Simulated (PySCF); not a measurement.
NICS in isomers of C5H5FN2.

NICS is the negative of the GIAO shielding at a point without a nucleus: at the ring centre (0) and 1 Å above and below it (1); zz is the component along the ring normal. Level: GIAO PBE0/pcSseg-1 (PySCF, non-relativistic, gas phase) on the GFN2-xTB geometries, one conformer each. Atom numbers follow the mapped SMILES.

Question: Order these rings by mean NICS(1)zz, lowest (most negative) first (ppm).
A. ring N3–C4–C5–C6–N8 in `[CH2:1]=[CH:2][n:3]1[cH:4][cH:5][c:6]([F:7])[n:8]1`
B. ring C4–C5–C6–N7–N8 in `[F:1]/[CH:2]=[CH:3]\[c:4]1[cH:5][cH:6][n:7][nH:8]1`
C. ring C3–C4–C6–C7 in `[H]/[N:5]=[C:4]1/[C@@H:3]([C:2]#[N:1])[C@@H:7]([F:8])[CH2:6]1`
D. ring C3–C4–N5–C6–N8 in `[CH2:1]=[CH:2][c:3]1[cH:4][n:5][c:6]([F:7])[nH:8]1`
E. ring C3–C4–C5–N6–N7–C8 in `[F:1][CH2:2][c:3]1[cH:4][cH:5][n:6][n:7][cH:8]1`

Answer: B (-30.4), E (-28.5), A (-25.3), D (-23.4), C (1.3).

```
                      SMILES                                                 ring  NICS(0)  NICS(1)  NICS(1)zz  HOMA  rms pucker (Å)  ring atoms with four or more neighbours
            F/C=C\c1ccn[nH]1  5-membered ring with 2 N; formal bonds all aromatic    -13.0    -11.7      -30.4  0.98            0.00                                        0
                  FCc1ccnnc1  6-membered ring with 2 N; formal bonds all aromatic     -5.7    -11.4      -28.5  0.98            0.00                                        0
               C=Cn1ccc(F)n1  5-membered ring with 2 N; formal bonds all aromatic    -13.0    -10.4      -25.3  0.94            0.00                                        0
            C=Cc1cnc(F)[nH]1  5-membered ring with 2 N; formal bonds all aromatic    -11.9     -9.2      -23.4  0.90            0.00                                        0
[H]/N=C1\C[C@H](F)[C@@H]1C#N       4-membered carbocycle; formal bonds all single      3.9     -1.7        1.3     –            0.07                                        3
```

NICS(0) gives another order. The isotropic NICS(1) gives the same order. Over the 4 rings with a HOMA value its correlation coefficient with NICS(1)zz is -0.96. HOMA uses Krygowski's 1993 parameters; it is left out where a ring has a four-coordinate atom, a triple bond, no multiple bond or a kind of bond without parameters. NICS(1) and NICS(1)zz are means over the two faces.
